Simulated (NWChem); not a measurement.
Molecule: InI₂, doublet; SMILES [I][In][I]

Computed with NWChem. Spin-unrestricted. In the optimisation the excess spin sits in a1 (C2v, its own frame). Geometry: optimised at PBE-D3(BJ)/def2-SVP, spin-unrestricted. This spin state was assumed; another may lie lower. No stability test was run on the SCF state. def2 effective core potentials on In, I; no spin-orbit coupling. Vertical excitations in the gas phase; the lowest state need not have the same character in each row. Excited states of an open shell can be spin-contaminated.

| level | lowest excitation (eV) | lowest empty minus highest occupied level, either spin (eV) |
|---|---|---|
| PBE/def2-SVP, TDA | 1.34 | 0.58 |
| B3LYP/def2-SVP, TDA | 1.52 | 1.69 |
| BHandHLYP/def2-SVP, TDA | [?] | [?] |
| UHF/def2-SVP, CIS | 3.09 | 7.50 |

Problem. What belongs in the gaps?

Solution. 
- BHandHLYP/def2-SVP, TDA, lowest excitation (eV): 2.03
- BHandHLYP/def2-SVP, TDA, lowest empty minus highest occupied level, either spin (eV): 3.62
